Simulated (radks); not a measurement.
Values are calculated unless marked as measured or tabulated.
Numerical settings for the iridium ion Ir3+, [Xe] 4f14 5d6. Code: a radial shooting solver on a logarithmic mesh with Libxc functionals. Model: Dirac Kohn-Sham, LDA (Slater exchange, Perdew-Wang correlation), spin-unpolarised, spherical densities, finite nucleus; open shells are shared between the two j in proportion to 2j + 1; Fermi nuclear charge, rms radius 5.4032 fm. The defaults (mesh step 0.008 in ln r, mesh end at 40 bohr or more with all orbitals vanishing there, Anderson mixing 0.5 over 9 steps, residual threshold near 1e-9 with the energy settled to 1e-9 hartree or 1e-11 of itself, here a cap of 88 iterations) give E = -17842.296 hartree and 5d5/2 at -36.587 eV in 15 iterations. Run on one thread of a shared host, so times are rough (Arm Neoverse N1): 0.22 s of CPU time, 0.22 s wall, 15 iterations on 2213 mesh points. Changes against that run (0 stands for a change within the tolerance of the run):

setting	iterations	converged	E (mhartree)	e(5d5/2) (meV)	CPU (s)
mesh step in ln r 0.012	15	yes	0	0	0.15
mesh step in ln r 0.08	2	no	diverged	-	0.02
mesh step in ln r 0.05	15	yes	+0.241	-0.0186	0.06
mesh end (bohr) 5	15	yes	+2.99	+97.4	0.2
mesh end (bohr) 20	15	yes	0	0	0.21
residual threshold 0.1	10	yes	0	+0.307	0.17
residual threshold 1e-05	10	yes	0	+0.307	0.17
mixing 0.01	23	yes	0	0	0.3
linear mixing, mixing 0.8	88	no	+1.55e+05	+5.66e+03	2.5
linear mixing, mixing 0.2	87	yes	0	0	0.82
mixing history 20	21	yes	0	0	0.26
iteration cap 2	2	no	+6.51e+03	-3.35e+04	0.04

Settings that end as converged yet miss the energy by more than 1 mhartree: mesh end (bohr) 5 (+0.00299 hartree). A mesh that ends early acts as a hard wall.
